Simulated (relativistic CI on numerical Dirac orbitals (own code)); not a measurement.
Radial Dirac CI calculation of Hg XIX: levels, rates and radial parameters.

Command:

```sh
python run_levels.py task.json out
```

Input:

```
atom Hg  Z=80  charge=18  electrons=62
nucleus A=202  rms_radius_fm=5.4648
hamiltonian dirac-coulomb  breit=on  qed=on  c_scale=1
orbitals kli  potential=per-configuration
slater_scale 1
correlation none
mixing on
configurations
  [Kr] 4d10 4f14 5s2
  [Kr] 4d10 4f14 5s 5p
  [Kr] 4d10 4f14 5p2
  [Kr] 4d10 4f12 5s2 5p2
  [Kr] 4d10 4f13 5s2 5p
  [Kr] 4d10 4f14 5s 5d
  [Kr] 4d10 4f13 5s 5p2
  [Kr] 4d10 4f14 5d2
  [Kr] 4d10 4f14 5s 5f
  [Kr] 4d10 4f12 5s2 5d2
  [Kr] 4d10 4f13 5s2 5d
  [Kr] 4d10 4f14 5p 5d
  [Kr] 4d10 4f13 5s 5p 5d
  [Kr] 4d10 4f12 5s2 5p 5d
  [Kr] 4d10 4f14 5s 5g
  [Kr] 4d10 4f14 5f2
  [Kr] 4d10 4f14 5p 6s
  [Kr] 4d10 4f12 5s2 5f2
  [Kr] 4d10 4f14 5s 6s
  [Kr] 4d10 4f13 5s 5p 6s
end
```

Hardware: one thread of Intel Xeon Platinum 8488C, on a shared host. Rates were computed among at most 500 levels.

(1) How large is the problem, and how long does it take?

## Answers

(1) 2489 determinants at the lowest M give 2489 levels; 176 SCF iterations in all; about 5.2 s of CPU and 0.16 GiB at the peak.
